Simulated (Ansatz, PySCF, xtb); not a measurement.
Pair of molecules: HF (SMILES F) (first 2 atoms) with C2H3N (SMILES CC#N); geometry from B3LYP-D3(BJ)/def2-TZVP, rigid monomers moved along the line of their centres of mass till H2···N5 is 2.04 Å.
(charge 0, multiplicity 1):
```xyz
8

F      0.483    -0.317    -0.349
H      0.360    -0.185     0.576
C     -0.244     0.465     5.125
C     -0.055     0.262     3.700
N      0.095     0.101     2.575
H     -1.257     0.179     5.410
H      0.467    -0.142     5.685
H     -0.089     1.515     5.374
```

Interaction energies are E(AB) − E(A) − E(B) at the monomers' geometry in the complex; basis-set methods are counterpoise corrected. Rows marked so take none.

Correlated levels freeze the cores. Rows in 6-31G* carry no dispersion term and start afresh at each structure (6-31G* with six Cartesian d functions).

The values were computed with Ansatz (a quantum-chemistry and plane-wave program); PySCF for 6-31G* rows, the dispersion terms; xtb for the GFN methods. Values without a source in brackets are computed.

```tsv
level	interaction energy (kJ/mol)
GFN2-xTB	-33.3
PBE/def2-TZVPPD	-37.0
PBE-D3(BJ)/def2-TZVPPD	-38.5
BP86/6-31G* (no counterpoise)	-34.7
r2SCAN-D4/def2-TZVPPD	-36.9
B3LYP/6-31G* (no counterpoise)	-37.2
B3LYP/def2-TZVPPD	?
wB97M-V/def2-TZVPPD	?
CCSD(T)/aug-cc-pVDZ	-33.9
```

### Question
What belongs in the gaps?

### Answer

- B3LYP/def2-TZVPPD, interaction energy (kJ/mol): -35.5
- wB97M-V/def2-TZVPPD, interaction energy (kJ/mol): -36.2
